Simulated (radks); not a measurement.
Task: Species: Tl59+. Configuration: [Ar] 3d4. All-electron calculation, Dirac Kohn-Sham, exchange-only PBE, spin-unpolarised, spherical densities, finite nucleus; open shells fill j = l - 1/2 first; Fermi nuclear charge, rms radius 5.4759 fm. Program: a radial shooting solver on a logarithmic mesh with Libxc functionals.

Spin-orbit splittings of the eigenvalues, e(l+1/2) - e(l-1/2), with zeta = 2 splitting/(2l+1) and mean radii in bohr:

shell  occ.  splitting (eV)  zeta (eV)  <r> j=l-1/2  <r> j=l+1/2
2p        6               ?          ?      0.05557      0.06420
3p        6           521.1      347.4       0.1588       0.1725
3d        4           116.8      46.71       0.1482       0.1524

Estimate the 2p splitting.

Result: 2088 eV (zeta = 1392 eV).
